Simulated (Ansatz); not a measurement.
Calculation: frozen-core CCSD(T)/cc-pVQZ // PBE0-D4/def2-TZVP in Ansatz (an electronic-structure program).

Ansatz 0.2 input:
```yaml
crystal:
  periodic: [false, false, false]
  atoms:
    - { symbol: B, position_ang: [0.972261, -0.239668, -0.061523] }
    - { symbol: C, position_ang: [-0.115068, 0.820339, 0.049968] }
    - { symbol: C, position_ang: [-0.486836, -0.671967, -0.011863] }
    - { symbol: H, position_ang: [2.120131, -0.522628, -0.134234] }
    - { symbol: H, position_ang: [-0.359364, 1.438739, -0.809728] }
    - { symbol: H, position_ang: [-0.269658, 1.34183, 0.990873] }
    - { symbol: H, position_ang: [-0.975883, -1.034843, -0.912034] }
    - { symbol: H, position_ang: [-0.885585, -1.131802, 0.888541] }
basis:
  gaussian: { orbitals: cc-pVQZ }
correlation:
  method: ccsd_t
```

Output:

```
Functional definition: HF
1826 factors; integrals over basis functions are off by at most 1.0e-3 eV
mean field evaluation 1: about -2807.9603 eV, gradient 3.4e1 eV
mean field evaluation 2: about -2807.9605 eV, gradient 3.4e1 eV
mean field evaluation 4: about -2811.0705 eV, gradient 3.0e0 eV
mean field evaluation 8: about -2811.1089 eV, gradient 1.1e-1 eV
mean field evaluation 16: about -2811.1084 eV, gradient 3.6e-1 eV
mean field -2811.10899657 eV, -103.3063501857 hartree, gradient 2.2e-6 eV, S^2 0.000000; 0 other end points of the search recorded, 0 dependent functions left out
3 core orbitals not correlated
reference -2811.10899657 eV, -103.3063501857 hartree; 8, 8 occupied and 304, 304 virtual orbitals, 1826 factors
second order -12.61858864 eV of doubles, -0.00000000 eV of singles
cycle   1  -12.97134729 eV  change   -3.5e-1 eV  update   6.8e-2
cycle   2  -13.28749812 eV  change   -3.2e-1 eV  update   2.0e-2
cycle   3  -13.33074749 eV  change   -4.3e-2 eV  update   7.9e-3
cycle   4  -13.32674350 eV  change    4.0e-3 eV  update   1.8e-3
cycle   5  -13.32704394 eV  change   -3.0e-4 eV  update   7.2e-4
cycle   6  -13.32696173 eV  change    8.2e-5 eV  update   2.1e-4
cycle   7  -13.32684149 eV  change    1.2e-4 eV  update   5.8e-5
cycle   8  -13.32684123 eV  change    2.6e-7 eV  update   1.8e-5
perturbative correction -0.55702163 eV, -0.0204701674 hartree
Total energy: -2824.99285943 eV, -103.8165727351 hartree
```

Cost: about 30 core-minutes (a rough figure).
